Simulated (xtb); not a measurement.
xtb input (GFN1-xTB):

```bash
xtb mol.xyz --gfn 1 --sp --chrg -1 --uhf 0
```
mol.xyz:
```
7

B     -0.19463867    -0.06149500     0.42035150
N     -1.20608749     0.25882565    -0.44835362
N      1.21469492    -0.24780246    -0.03879116
H     -0.29375662    -0.25772305     1.64133683
H     -2.11196632     0.28861145     0.01556224
H      1.93448475     0.04774820     0.60650442
H      1.38417956     0.15167596    -0.95514754
```

Output:

```
           -------------------------------------------------
          |                Calculation Setup                |
           -------------------------------------------------

           -------------------------------------------------
          |                 G F N 1 - x T B                 |
           -------------------------------------------------

        Reference                      10.1021/acs.jctc.7b00118
      * Hamiltonian:
        H0-scaling (s, p, d)           1.850000    2.250000    2.000000
        zeta-weighting                 0.000000
      * Dispersion:
        s8                             2.400000
        a1                             0.630000
        a2                             5.000000
        s9                             0.000000
      * Repulsion:
        kExp                           1.500000
        rExp                           1.000000
      * Coulomb:
        alpha                          2.000000
        third order                    atomic
        anisotropic                    false
      * Halogen bond correction:
        rad-scale                      1.300000
        damping                        0.440000

          ...................................................
          :                      SETUP                      :
          :.................................................:
          :  # basis functions                  20          :
          :  # atomic orbitals                  20          :
          :  # shells                           14          :
          :  # electrons                        18          :
          :  # halogen bonds                     0          :
          :  max. iterations                   250          :
          :  Hamiltonian                  GFN1-xTB          :
          :  restarted?                      false          :
          :  GBSA solvation                  false          :
          :  PC potential                    false          :
          :  electronic temp.          300.0000000     K    :
          :  accuracy                    1.0000000          :
          :  -> integral cutoff          0.2500000E+02      :
          :  -> integral neglect         0.1000000E-07      :
          :  -> SCF convergence          0.1000000E-05 Eh   :
          :  -> wf. convergence          0.2000000E-04 e    :
          :  Broyden damping             0.4000000          :
          :  net charge                         -1          :
          :  unpaired electrons                  0          :
          ...................................................

 iter      E             dE          RMSdq      gap      omega  full diag
   1    -10.2371879 -0.102372E+02  0.846E+00    6.07       0.0  T
   2    -10.2623764 -0.251885E-01  0.495E+00    5.49       1.0  T
   3    -10.2628862 -0.509765E-03  0.106E+00    5.33       1.0  T
   4    -10.2642919 -0.140573E-02  0.367E-01    5.57       1.0  T
   5    -10.2648542 -0.562290E-03  0.103E-01    5.44       1.0  T
   6    -10.2648913 -0.371380E-04  0.951E-03    5.46       4.0  T
   7    -10.2648916 -0.296600E-06  0.359E-03    5.46      10.5  T
   8    -10.2648917 -0.449065E-07  0.988E-04    5.46      38.3  T
   9    -10.2648917 -0.340399E-08  0.407E-04    5.46      93.0  T
  10    -10.2648917 -0.578471E-09  0.199E-05    5.46    1895.3  T
  11    -10.2648917 -0.139622E-11  0.348E-06    5.46   10854.3  T

   *** convergence criteria satisfied after 11 iterations ***

         #    Occupation            Energy/Eh            Energy/eV
      -------------------------------------------------------------
         1        2.0000           -0.4997147             -13.5979
       ...           ...                  ...                  ...
         3        2.0000           -0.3117313              -8.4826
         4        2.0000           -0.2925872              -7.9617
         5        2.0000           -0.2154392              -5.8624
         6        2.0000           -0.2129013              -5.7933
         7        2.0000           -0.1732675              -4.7148
         8        2.0000           -0.1039119              -2.8276
         9        2.0000           -0.1012222              -2.7544 (HOMO)
        10                          0.0995646               2.7093 (LUMO)
        11                          0.1177015               3.2028
        12                          0.1640745               4.4647
        13                          0.1871473               5.0925
        14                          0.2006131               5.4590
       ...                                ...                  ...
        20                          0.9476497              25.7869
      -------------------------------------------------------------
                  HL-Gap            0.2007867 Eh            5.4637 eV
             Fermi-level           -0.0008288 Eh           -0.0226 eV

 SCC (total)                   0 d,  0 h,  0 min,  0.002 sec
 SCC setup                      ...        0 min,  0.000 sec (  1.896%)
 Dispersion                     ...        0 min,  0.000 sec (  0.996%)
 classical contributions        ...        0 min,  0.000 sec (  0.486%)
 integral evaluation            ...        0 min,  0.001 sec ( 22.647%)
 iterations                     ...        0 min,  0.001 sec ( 31.702%)
 molecular gradient             ...        0 min,  0.001 sec ( 39.473%)
 printout                       ...        0 min,  0.000 sec (  2.611%)

         :::::::::::::::::::::::::::::::::::::::::::::::::::::
         ::                     SUMMARY                     ::
         :::::::::::::::::::::::::::::::::::::::::::::::::::::
         :: total energy             -10.160974771381 Eh    ::
         :: gradient norm              0.020065626924 Eh/a0 ::
         :: HOMO-LUMO gap              5.463685277551 eV    ::
         ::.................................................::
         :: SCC energy               -10.264891667717 Eh    ::
         :: -> electrostatic           0.206633682289 Eh    ::
         :: repulsion energy           0.105241357431 Eh    ::
         :: dispersion energy         -0.001324461095 Eh    ::
         :: halogen bond corr.         0.000000000000 Eh    ::
         :: add. restraining           0.000000000000 Eh    ::
         :: total charge              -1.000000000000 e     ::
         :::::::::::::::::::::::::::::::::::::::::::::::::::::

           -------------------------------------------------
          |                Property Printout                |
           -------------------------------------------------

    * Orbital Energies and Occupations

         #    Occupation            Energy/Eh            Energy/eV
      -------------------------------------------------------------
         1        2.0000           -0.4997147             -13.5979
         2        2.0000           -0.4156115             -11.3094
         3        2.0000           -0.3117313              -8.4826
         4        2.0000           -0.2925872              -7.9617
         5        2.0000           -0.2154392              -5.8624
         6        2.0000           -0.2129013              -5.7933
         7        2.0000           -0.1732675              -4.7148
         8        2.0000           -0.1039119              -2.8276
         9        2.0000           -0.1012222              -2.7544 (HOMO)
        10                          0.0995646               2.7093 (LUMO)
        11                          0.1177015               3.2028
        12                          0.1640745               4.4647
        13                          0.1871473               5.0925
        14                          0.2006131               5.4590
        15                          0.4126041              11.2275
Note: The following floating-point exceptions are signalling: IEEE_DENORMAL
normal termination of xtb
        16                          0.4861874              13.2298
        17                          0.5248522              14.2820
        18                          0.6786904              18.4681
        19                          0.7773526              21.1528
        20                          0.9476497              25.7869
      -------------------------------------------------------------
                  HL-Gap            0.2007867 Eh            5.4637 eV
             Fermi-level           -0.0008288 Eh           -0.0226 eV

  Mulliken/CM5 charges         n(s)   n(p)   n(d)
     1B     0.22449  0.11288   0.882  1.894  0.000
     2N    -0.77030 -0.96743   1.533  4.238  0.000
     3N    -0.57902 -0.95772   1.454  4.125  0.000
     4H    -0.23208 -0.12787   1.232  0.000  0.000
     5H     0.09385  0.28817   0.906  0.000  0.000
     6H     0.12258  0.31597   0.877  0.000  0.000
     7H     0.14048  0.33600   0.860  0.000  0.000

Wiberg/Mayer (AO) data.
largest (>0.10) Wiberg bond orders for each atom

 ---------------------------------------------------------------------------
     #   Z sym  total        # sym  WBO       # sym  WBO       # sym  WBO
 ---------------------------------------------------------------------------
     1   5 B    3.558 --     2 N    1.683     3 N    0.956     4 H    0.887
     2   7 N    2.787 --     1 B    1.683     5 H    0.991
     3   7 N    2.966 --     6 H    0.971     7 H    0.967     1 B    0.956
     4   1 H    0.949 --     1 B    0.887
     5   1 H    1.024 --     2 N    0.991
     6   1 H    1.008 --     3 N    0.971
     7   1 H    1.000 --     3 N    0.967
 ---------------------------------------------------------------------------

Topologies differ in total number of bonds
Writing topology from bond orders to xtbtopo.mol

 dipole moment from electron density (au)
     X       Y       Z
   1.1024   0.2964   0.4017  total (Debye):    3.076

           -------------------------------------------------
          | TOTAL ENERGY              -10.160974771381 Eh   |
          | GRADIENT NORM               0.020065626924 Eh/α |
          | HOMO-LUMO GAP               5.463685277551 eV   |
           -------------------------------------------------

------------------------------------------------------------------------
------------------------------------------------------------------------
 total:
 SCF:
```

It need not be the lowest isomer of its formula. Whether it binds its extra electron was not tested at this geometry.
